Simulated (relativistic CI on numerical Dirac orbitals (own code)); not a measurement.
**Eu4+: q coefficients and field-shift factors**

Method of calculation: Dirac-Coulomb-Breit CI, orbitals from a KLI potential per configuration, valence Slater integrals scaled by 0.85, P86 correlation energy added to each configuration, derivatives by finite differences, QED left out (own radial code, finite nucleus).

CI space (outside the closed core [Kr] 4d10 5p6): 4f⁵5s², 4f⁴5s²6s, 4f⁴5s6s², 4f³5s²6s². The list is cut by size and lacks configurations that can hold low levels.

With x = (α/α₀)² − 1 an excitation energy changes as ω = ω₀ + qx; K = 2q/ω₀ is the relative enhancement. Terms are leading LS components, so labels can repeat. The field-shift factor is F = δν/δ⟨r²⟩ for the transition from the lowest level.

Lowest level 4f⁵5s² ⁶H°5/2.

| Level | ω₀ (cm⁻¹) | q (cm⁻¹) | K | F (GHz/fm²) |
| --- | --- | --- | --- | --- |
| 4f⁵5s² ⁶H°7/2 | 1291.4 | 1496 | 2.32 | 0.0593 |
| 4f⁵5s² ⁶H°9/2 | 2777.3 | 3029 | 2.18 | 0.123 |
| 4f⁵5s² ⁶H°11/2 | 4386.2 | 4482 | 2.04 | 0.187 |
| 4f⁵5s² ⁶H°13/2 | 6065.2 | 5797 | 1.91 | 0.249 |
| 4f⁵5s² ⁶F°1/2 | 7764.0 | 1610 | 0.415 | 0.19 |
| 4f⁵5s² ⁶H°15/2 | 7768.9 | 6917 | 1.78 | 0.306 |
| 4f⁵5s² ⁶F°3/2 | 8021.9 | 1579 | 0.394 | 0.194 |
| 4f⁵5s² ⁶F°5/2 | 8593.8 | 1848 | 0.43 | 0.211 |
| 4f⁵5s² ⁶F°7/2 | 9673.2 | 3025 | 0.625 | 0.258 |
| 4f⁵5s² ⁶F°9/2 | 11153.0 | 4598 | 0.824 | 0.321 |
| 4f⁵5s² ⁶F°11/2 | 12880.4 | 6202 | 0.963 | 0.39 |
| 4f⁵5s² ⁴G°5/2 | 19484.5 | -1664 | -0.171 | 0.37 |
| 4f⁵5s² ⁴F°3/2 | 20299.2 | 68.86 | 0.00678 | 0.427 |

At this charge configurations can still be misplaced by up to about 7 % of their energy. Levels and lines within the n = 5 or 6 shells can be off by up to 10 % or somewhat more, and those that change n by about 2 %, since core polarisation is missing.
